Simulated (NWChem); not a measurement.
Species: I, doublet

Results from NWChem. Spin-unrestricted. The open p shell is one determinant without spherical averaging. No stability test was run on the SCF state. def2 effective core potentials on I; no spin-orbit coupling. B3LYP is NWChem's, with the RPA form of VWN correlation.

Question: Predict the results for B3LYP/def2-SVP. Quantities: highest occupied level (eV); lowest empty minus highest occupied level, either spin (eV); <S²>.

Answer: 
```yaml
highest occupied level (eV): -7.47
lowest empty minus highest occupied level, either spin (eV): 1.60
"<S²>": 0.751
```
